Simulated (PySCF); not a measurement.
dimethyl telluride (C₂H₆Te), singlet, at a GFN2-xTB geometry (all electrons, no relativity); CAMB3LYP/3-21G run with PySCF.

Input for PySCF:
```python
from pyscf import gto, scf, dft

mol = gto.M(
    atom='''
C     1.51403960   -0.61814695    0.97361016
Te    0.01637111    0.19648656   -0.35400888
C    -1.60205503   -0.43829160    0.92933228
H     1.38011691   -1.68745138    1.07645886
H     2.48866467   -0.41855255    0.54994310
H     1.44343271   -0.14926988    1.94678120
H    -1.59498997   -1.51573359    1.03418433
H    -2.53486000   -0.12860379    0.47856174
H    -1.50556944    0.02094119    1.90487761
''',
    basis='3-21g',
    verbose=4,
)

mf = dft.RKS(mol)
mf.xc = 'camb3lyp'
mf.diis = False
mf.damp = 0.6
mf.diis_start_cycle = 200
mf.max_cycle = 150
mf.kernel()
```

Task: Predict the main parts of the log of this PySCF run.

Result: 
```
PySCF version 2.14.0

[INPUT] verbose = 4
[INPUT] num. atoms = 9
[INPUT] num. electrons = 70
[INPUT] charge = 0
[INPUT] spin (= nelec alpha-beta = 2S) = 0
[INPUT] symmetry False subgroup None
[INPUT] Mole.unit = angstrom
[INPUT] Symbol           X                Y                Z      unit          X                Y                Z       unit  Magmom
[INPUT]  1 C      1.514039600000  -0.618146950000   0.973610160000 AA    2.861120185746  -1.168128440235   1.839856554494 Bohr   0.0
[INPUT]  2 Te     0.016371110000   0.196486560000  -0.354008880000 AA    0.030936914255   0.371305785558  -0.668979828864 Bohr   0.0
[INPUT]  3 C     -1.602055030000  -0.438291600000   0.929332280000 AA   -3.027445243182  -0.828251086697   1.756183487918 Bohr   0.0
[INPUT]  4 H      1.380116910000  -1.687451380000   1.076458860000 AA    2.608042979781  -3.188820956719   2.034212429762 Bohr   0.0
[INPUT]  5 H      2.488664670000  -0.418552550000   0.549943100000 AA    4.702894642181  -0.790949688238   1.039241843094 Bohr   0.0
[INPUT]  6 H      1.443432710000  -0.149269880000   1.946781200000 AA    2.727692501139  -0.282079191847   3.678883292452 Bohr   0.0
[INPUT]  7 H     -1.594989970000  -1.515733590000   1.034184330000 AA   -3.014094214728  -2.864321362904   1.954325146017 Bohr   0.0
[INPUT]  8 H     -2.534860000000  -0.128603790000   0.478561740000 AA   -4.790191164115  -0.243025941681   0.904350622295 Bohr   0.0
[INPUT]  9 H     -1.505569440000   0.020941190000   1.904877610000 AA   -2.845113903115   0.039573113822   3.599696983716 Bohr   0.0

nuclear repulsion = 245.740803929812
number of shells = 35
number of NR pGTOs = 129
number of NR cGTOs = 61
basis = 3-21g
ecp = {}

******** <class 'pyscf.dft.rks.RKS'> ********
method = RKS
initial guess = minao
damping factor = 0.6
level_shift factor = 0
DIIS disabled
SCF conv_tol = 1e-09
SCF conv_tol_grad = None
SCF max_cycles = 150
direct_scf = True
direct_scf_tol = 1e-13
XC library pyscf.dft.libxc version 7.1.2
    S. Lehtola, C. Steigemann, M. J. T. Oliveira, and M. A. L. Marques,  SoftwareX 7, 1–5 (2018)
XC functionals = camb3lyp
    T. Yanai, D. P. Tew, and N. C. Handy,  Chem. Phys. Lett. 393, 51 (2004)
radial grids:
    Treutler-Ahlrichs [JCP 102, 346 (1995); DOI:10.1063/1.469408] (M4) radial grids

becke partition: Becke, JCP 88, 2547 (1988); DOI:10.1063/1.454033
pruning grids: <function nwchem_prune>
grids dens level: 3
symmetrized grids: False
atomic radii adjust function: <function treutler_atomic_radii_adjust>
small_rho_cutoff = 0
Set gradient conv threshold to 3.16228e-05
Initial guess from minao.
tot grids = 109048
init E= -6649.10559035867
  HOMO = -0.265172617290341  LUMO = -0.0730727813569867  gap/eV = 5.22730
cycle= 1 E= -6664.90851367321  delta_E= -15.8  |g|= 0.198  |ddm|= 2.84
  HOMO = -0.246511107429946  LUMO = -0.0195714357193164  gap/eV = 6.17534
cycle= 2 E= -6664.91813220865  delta_E= -0.00962  |g|= 0.0984  |ddm|= 0.239
  HOMO = -0.241925890731311  LUMO = 0.00683198548930797  gap/eV = 6.76905
cycle= 3 E= -6664.92024556372  delta_E= -0.00211  |g|= 0.0535  |ddm|= 0.112
  HOMO = -0.241774535327924  LUMO = 0.0205349885875026  gap/eV = 7.13781
cycle= 4 E= -6664.92084841968  delta_E= -0.000603  |g|= 0.0312  |ddm|= 0.0597
  HOMO = -0.242757639576207  LUMO = 0.0279258955281589  gap/eV = 7.36567
cycle= 5 E= -6664.92105794279  delta_E= -0.00021  |g|= 0.019  |ddm|= 0.0353
  HOMO = -0.243806832779284  LUMO = 0.0320298979659872  gap/eV = 7.50590
cycle= 6 E= -6664.92114010405  delta_E= -8.22e-05  |g|= 0.0119  |ddm|= 0.0221
  HOMO = -0.244639673461019  LUMO = 0.0343593242245119  gap/eV = 7.59195
cycle= 7 E= -6664.92117449986  delta_E= -3.44e-05  |g|= 0.00755  |ddm|= 0.0143
  HOMO = -0.24523316172315  LUMO = 0.0357033540412321  gap/eV = 7.64467
cycle= 8 E= -6664.92118941746  delta_E= -1.49e-05  |g|= 0.00486  |ddm|= 0.00945
  HOMO = -0.245634814836457  LUMO = 0.0364882156372428  gap/eV = 7.67696
cycle= 9 E= -6664.92119602392  delta_E= -6.61e-06  |g|= 0.00316  |ddm|= 0.0063
  HOMO = -0.245899362293944  LUMO = 0.0369505196077615  gap/eV = 7.69674
cycle= 10 E= -6664.92119899127  delta_E= -2.97e-06  |g|= 0.00207  |ddm|= 0.00422
  HOMO = -0.24607112175304  LUMO = 0.0372244753641271  gap/eV = 7.70887
cycle= 11 E= -6664.92120033863  delta_E= -1.35e-06  |g|= 0.00136  |ddm|= 0.00285
  HOMO = -0.246181869123178  LUMO = 0.0373874761851853  gap/eV = 7.71631
cycle= 12 E= -6664.92120095589  delta_E= -6.17e-07  |g|= 0.000903  |ddm|= 0.00193
  HOMO = -0.246253113516151  LUMO = 0.0374847062431429  gap/eV = 7.72090
cycle= 13 E= -6664.92120124094  delta_E= -2.85e-07  |g|= 0.000601  |ddm|= 0.00131
  HOMO = -0.24629897723825  LUMO = 0.0375427839598244  gap/eV = 7.72373
cycle= 14 E= -6664.92120137354  delta_E= -1.33e-07  |g|= 0.000402  |ddm|= 0.000891
  HOMO = -0.246328580457342  LUMO = 0.0375774912641584  gap/eV = 7.72548
cycle= 15 E= -6664.92120143562  delta_E= -6.21e-08  |g|= 0.000271  |ddm|= 0.000609
  HOMO = -0.246347763256324  LUMO = 0.037598226557618  gap/eV = 7.72656
cycle= 16 E= -6664.92120146491  delta_E= -2.93e-08  |g|= 0.000183  |ddm|= 0.000417
  HOMO = -0.246360252449429  LUMO = 0.0376106030024803  gap/eV = 7.72724
cycle= 17 E= -6664.92120147874  delta_E= -1.38e-08  |g|= 0.000124  |ddm|= 0.000287
  HOMO = -0.246368425882139  LUMO = 0.0376179789212581  gap/eV = 7.72766
cycle= 18 E= -6664.92120148533  delta_E= -6.59e-09  |g|= 8.43e-05  |ddm|= 0.000197
  HOMO = -0.246373803787576  LUMO = 0.0376223653241459  gap/eV = 7.72793
cycle= 19 E= -6664.92120148849  delta_E= -3.16e-09  |g|= 5.76e-05  |ddm|= 0.000136
  HOMO = -0.246377361513638  LUMO = 0.0376249666324013  gap/eV = 7.72810
cycle= 20 E= -6664.92120149008  delta_E= -1.59e-09  |g|= 3.94e-05  |ddm|= 9.41e-05
  HOMO = -0.246379727637556  LUMO = 0.0376265038896439  gap/eV = 7.72820
cycle= 21 E= -6664.92120149076  delta_E= -6.77e-10  |g|= 2.71e-05  |ddm|= 6.52e-05
  HOMO = -0.246383681877592  LUMO = 0.0376287651183627  gap/eV = 7.72837
Extra cycle  E= -6664.92120149144  delta_E= -6.8e-10  |g|= 6.24e-06  |ddm|= 0.000113
converged SCF energy = -6664.92120149144
```
